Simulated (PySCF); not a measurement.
## [Yb(CH3)2]+ at several levels of theory

Computed with PySCF 2.14.0 (density fitting, no spin-orbit coupling) at the geometry relaxed with PBE0:

```xyz
9
[Yb(CH3)2]+ (singlet in the valence; each metal's 4f electrons, 13 of them, lie in its core potential, out of spins and levels)
Yb    0.0000    0.0000   -0.2154
C     1.7081    0.0170    1.2076
H     2.6888   -0.2085    0.7487
H     1.7959    1.0007    1.7083
H     1.5317   -0.7230    2.0113
C    -1.7081   -0.0170    1.2076
H    -2.6888    0.2085    0.7487
H    -1.7959   -1.0007    1.7083
H    -1.5317    0.7230    2.0113
```

```csv
level,basis,state,HOMO (eV),gap (eV),charge on Yb1 (e),population of f-type functions on Yb1 (polarisation alone where 4f lies in the core),dipole about the centre of mass (D),largest force component (eV/Å)
PBE0,"Yb lcecp-1-SVP with ECP59, C def2-SVP, H def2-SVP",singlet,-11.80,4.53,1.21,0.02,3.37,0.01
PBE,the same,singlet,-10.66,2.59,1.08,0.02,2.69,0.23
PBE0,"Yb lcecp-1-TZVP with ECP59, C def2-TZVP, H def2-TZVP",singlet,-11.75,4.50,1.51,0.02,3.49,0.26
```

In the lcecp rows the 4f levels are missing from HOMO and gap, and the state counts the valence alone.

Charges are Mulliken's, which hang on the basis. The relaxation used the grid (50, 194), these runs (75, 302) or, all-electron (x2c bases, spin-free X2C Hamiltonian), (99, 590).

Question: What does r2SCAN with Yb lcecp-1-SVP with ECP59, C def2-SVP, H def2-SVP give here?

Answer: state singlet, HOMO (eV) -10.82, gap (eV) 3.27, charge on Yb1 (e) 1.22, population of f-type functions on Yb1 (polarisation alone where 4f lies in the core) 0.02, dipole about the centre of mass (D) 3.25, largest force component (eV/Å) 0.08. Time: 6.4 s on 2 threads of Arm Neoverse V2, with other jobs on the host, from an already converged density.

In the first row's basis the gap widens with exact exchange: 2.6 to 3.3 eV for PBE, r2SCAN (none); 4.5 eV for PBE0 (a fixed share).

An lcecp potential fixes the number of 4f electrons, so in runs with it no electron can move into or out of that shell.
